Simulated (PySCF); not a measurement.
Species: [Nb(Cl)(F)4] (charge 0, multiplicity 1).

Question: Give the HOMO, LUMO and charge on the central atom (Mulliken) at the level PBE-D3(BJ)/def2-TZVP // PBE-D3(BJ)/def2-SVP (PySCF).

Answer: 
| Property | Result |
|---|---|
| HOMO | -9.43 eV |
| LUMO | -4.17 eV |
| charge on the central atom (Mulliken) | 1.68 e |
